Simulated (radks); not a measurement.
Values are calculated unless marked as measured or tabulated.
Numerical settings for neutral chlorine, [Ne] 3s2 3p5. Code: a radial shooting solver on a logarithmic mesh with Libxc functionals. Model: non-relativistic Kohn-Sham, PBE, spin-polarised, spherical densities, point nucleus; open shells are filled with parallel spins first. The defaults (mesh step 0.008 in ln r, mesh end at 40 bohr or more with all orbitals vanishing there, Anderson mixing 0.5 over 9 steps, residual threshold near 1e-9 with the energy settled to 1e-9 hartree or 1e-11 of itself, here a cap of 61 iterations) give E = -459.9706 hartree and 3p at -8.134 eV in 14 iterations. Run on one thread of a shared host, so times are rough (Arm Neoverse V1): 0.11 s of CPU time, 0.11 s wall, 14 iterations on 2597 mesh points. Changes against that run (0 stands for a change within the tolerance of the run):

| setting | iterations | converged | E (mhartree) | e(3p) (meV) | CPU (s) |
|---|---|---|---|---|---|
| mesh step in ln r 0.2 | 61 | no | diverged | - | 0.2 |
| mesh step in ln r 0.012 | 14 | yes | 0 | 0 | 0.08 |
| mesh step in ln r 0.003 | 14 | yes | 0 | 0 | 0.27 |
| mesh end (bohr) 3 | 13 | level above zero | +932 | +1.17e+04 | 0.08 |
| mesh end (bohr) 20 | 14 | yes | 0 | 0 | 0.1 |
| residual threshold 0.01 | 9 | yes | 0 | -0.0867 | 0.08 |
| residual threshold 1e-13 | 61 | no | 0 | 0 | 0.3 |
| mixing 0.05 | 17 | yes | 0 | 0 | 0.14 |
| linear mixing, mixing 0.2 | 61 | no | 0 | -0.00924 | 0.37 |
| linear mixing, mixing 0.05 | 61 | no | +0.082 | -312 | 0.42 |
| mixing history 20 | 18 | yes | 0 | 0 | 0.14 |
| iteration cap 5 | 5 | no | +0.0123 | +43.6 | 0.04 |

Settled on a wrong energy, with an occupied level pushed above zero by the early mesh end: mesh end (bohr) 3 (+0.932 hartree). Apart from these: no run marked as converged misses the energy by more than 1 mhartree. A mesh that ends early acts as a hard wall.
